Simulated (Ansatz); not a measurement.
Ansatz (a first-principles code) input (SVWN5/def2-TZVPD):

Ansatz 0.2 input:
```yaml
crystal:
  periodic: [false, false, false]
  atoms:
    - {symbol: Hf, position_ang: [-0.02103507, -0.00268244, 0.01284266]}
    - {symbol: H, position_ang: [1.02260742, -1.50638619, -0.36253364]}
    - {symbol: H, position_ang: [0.49191731, 1.69952183, -0.56213776]}
basis:
  gaussian:
    orbitals: def2-TZVPD
hamiltonian:
  xc: {name: SVWN5}
magnetization: {spin_polarized: true, initial_magnetization: 2}
output: {forces: true}
```

End of the output:

```
integrals: 0.01 GiB planned
469 factors; their error is unknown
mean field: 0.15 GiB planned
mean field evaluation 1: about -1328.4903 eV, gradient 1.5e1 eV
mean field evaluation 2: about -1326.9636 eV, gradient 2.2e1 eV
mean field evaluation 4: about -1330.8569 eV, gradient 1.2e0 eV
mean field evaluation 8: about -1330.8566 eV, gradient 5.1e-2 eV
mean field evaluation 16: about -1330.8566 eV, gradient 2.4e-6 eV
mean field evaluation 32: about -1328.8781 eV, gradient 6.3e0 eV
mean field evaluation 64: about -1330.8194 eV, gradient 1.1e-1 eV
mean field evaluation 96: about -1330.4259 eV, gradient 3.7e0 eV
mean field evaluation 128: about -1329.8536 eV, gradient 2.0e0 eV
mean field -1330.85662677 eV, -48.9080789469 hartree, gradient 2.4e-6 eV, S^2 2.002896; 13 other end points of the search recorded, 0 dependent functions left out
the calculation of the forces begins
reference -1330.85666748 eV, -48.9080804429 hartree; 8, 6 occupied and 53, 55 virtual orbitals, 469 factors
Total energy: -1330.85666748 eV, -48.9080804429 hartree
Atom 0 at    -0.021035    -0.002682     0.012843 Å, force    -0.019472    -0.002483     0.011888 eV/Å
Atom 1 at     1.022607    -1.506386    -0.362534 Å, force    -0.007527     0.105524    -0.012437 eV/Å
Atom 2 at     0.491917     1.699522    -0.562138 Å, force     0.026998    -0.103040     0.000549 eV/Å
Dipole moment:    -0.330327    -0.042124     0.201677 e Å
```

This is an excited triplet: at this geometry the singlet lies 0.35 eV lower at CCSD(T)/CBS(def2-TZVPPD,def2-QZVPPD).
